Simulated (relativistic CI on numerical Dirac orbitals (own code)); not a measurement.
# Ag³⁺: M2,3 absorption edge

Computed with this model: Dirac-Coulomb-Breit CI, KLI orbitals optimised for each configuration, model QED (radiative potential, 1s self-energy scaled to tabulated hydrogen-like ionisation energies), valence Slater integrals scaled by 0.7, multiplet model of core-to-valence dipole absorption; configurations [Kr] 4d8 → [Ne] 3s2 3p5 3d10 4s2 4p6 4d9; 80 K; Lorentzian 2 eV and Gaussian 0.4 eV FWHM. Energies are those of the free ion, without screening or charge transfer. The branching ratio is the share of the lower-energy edge in the whole absorption, uncertain by about 0.02 where the edges overlap. S is read from ⟨S²⟩ = S(S + 1).

Field parameters in Wybourne normalisation: D3d B²₀ = −7Dσ, B⁴₀ = −14Dq − 21Dτ, B⁴₃ = −14√(10/7) Dq. The field is a parameter set, without covalency.

Case D3d, 10Dq = 36400, Dσ = -1200, Dτ = 180 cm⁻¹, the dichroism is that of the ground state at zero temperature, magnetised by exchange field 10 meV on Sz. The dichroism I(Δm = −1) − I(Δm = +1), over the sum of the three polarisations, integrates to -0.1253 on the lower edge and 0.0672 on the upper edge. The branching ratio is 0.765.

Problem. Use the orbital sum rule with 2 holes to get ⟨Lz⟩.

Solution. For a p → d edge ⟨Lz⟩ = 2 × n_h × (sum of both integrals) in this sign convention = -0.23; the ground state itself has ⟨Lz⟩ = -0.18 and ⟨Sz⟩ = -1.00. The rule assumes one radial integral for both edges, which relativistic orbitals only approach.
